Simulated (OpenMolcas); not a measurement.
Ag7+: effect of the basis set

```
Program             : OpenMolcas
Method              : CASSCF
Active space        : 4 electrons in 5 orbitals (4d)
State averaging     : 2S+1 = 5 even, 5 roots; 2S+1 = 3 even, 45 roots; 2S+1 = 1 even, 50 roots
Spin-orbit coupling : RASSI with atomic mean-field integrals over the reference wave functions, term energies averaged over their components
```

A. ANO-R1 [6s4p3d1f], X2C, finite nucleus; cost roughly 17 core-seconds
B. ANO-RCC-VDZP [6s5p3d1f], DKH2, point nucleus; cost about 21 core-seconds
C. ANO-R2 [7s5p4d2f1g], X2C, finite nucleus; cost roughly 22 core-seconds
D. ANO-RCC-VTZP [7s6p4d2f1g], DKH2, point nucleus; cost about 21 core-seconds
E. ANO-R3 [8s6p5d3f2g1h], X2C, finite nucleus; cost about 21 core-seconds
F. ANO-RCC-VQZP [8s7p5d3f2g1h], DKH2, point nucleus; cost roughly 28 core-seconds

Energies in cm-1 above 4d4 5D0, the measured ground level; measured values from Atoms 5, 11 (2017), spectra Ag VII to Ag IX.

```
            Level      A      B      C      D      E      F  Measured
          4d4 5D0    0.0    0.0    0.0    0.0    0.0    0.0       0.0
          4d4 5D1   1228   1263   1134   1147   1095   1092      1340
          4d4 5D2   3077   3146   2868   2896   2783   2778      3212
          4d4 5D3   5207   5303   4890   4931   4763   4758      5292
          4d4 5D4   7473   7584   7057   7109   6897   6892      7443
       4d4 3P0(1)  25358  25060  25062  25034  25259  25312     21309
          4d4 3H4  26620  26369  26213  26203  26367  26410     23302
          4d4 3H5  29337  29146  28744  28758  28838  28874     26250
       4d4 3P1(1)  30552  30321  29976  29981  30099  30143     26526
          4d4 3H6  31209  31034  30525  30549  30594  30629     28185
       4d4 3F2(1)  32371  32119  31779  31783  31913  31958     28051
4d4 3F4(1) [56 %]  33503  33308  32789  32811  32869  32909          
       4d4 3P2(1)  36901  36703  36066  36098  36133  36172     32134
   4d4 3G4 [60 %]  37667  37433  36891  36913  36989  37033     32698
          4d4 3G5  39616  39448  38673  38717  38709  38745     35077
          4d4 1I6  44153  43883  43216  43243  43340  43390     39744
          4d4 3D3  44207  43886  43411  43419  43569  43622     36879
   4d4 3D2 [73 %]  45106  44806  44233  44251  44367  44420     38402
          4d4 3D1  46371  46097  45424  45452  45534  45583     39191
4d4 1G4(1) [75 %]  48927  48691  47773  47822  47848  47896     43104
       4d4 1S0(1)  53676  53315  52579  52604  52741  52806          
       4d4 1D2(1)  55998  55627  54883  54908  55047  55112          
          4d4 1F3  61203  60739  60116  60123  60341  60417     52004
       4d4 3P2(2)  69753  69180  68614  68607  68917  69007
```

Deviations, from unrounded energies. A percentage is the sum of absolute deviations over the sum of measured energies, with the sign that they share, or ± where signs differ.

| Against measurement | Levels | A | B | C | D | E | F |
| --- | --- | --- | --- | --- | --- | --- | --- |
| mean absolute deviation (cm-1) | 19 | 4100 | 3900 | 3500 | 3500 | 3600 | 3700 |
| fine structure of the ground term (%) | 4 | ±2.1 | ±1.7 | -7.7 | -7.0 | -10.1 | -10.2 |
| other terms of the ground configuration (%) | 15 | +15.3 | +14.5 | +13.0 | +13.0 | +13.3 | +13.5 |

C, D, E, F lie about equally close to measurement and A furthest from it. The largest miss of C in the table is 4d4 1F3, by +8100 cm-1. The ranking rests on the paired levels alone, and a cruder setting can come out closer through cancelling errors.

Among A to F the level of the table that moves most is 4d4 1G4(1) [75 %], by 1200 cm-1 (lowest in C, highest in A).

Without dynamic correlation excited terms often stand tens of per cent too high (terms of higher spin than the ground term too low), and those without a measured partner can miss by more than the paired ones. Some levels mix across a computed gap that differs much from the measured one, so their mixing is not that of the real levels (holds for A; C; D; E; F). The basis is small and was not contracted for so high a charge (holds for A; B). Computed and measured levels are paired by configuration, term and J; levels that our copy of the source lacks, or whose pairing is in doubt (as where it misses far off the trend of its configuration), stay unpaired and out of the deviations. Only configurations of the active space appear. Levels that lie high or do not pair safely by name in every column are left out.

A share in square brackets marks a mixed level and gives the weight of the term that names it, the lowest over the columns. A number in round brackets counts repeated terms of one configuration in the order of the reference energies.
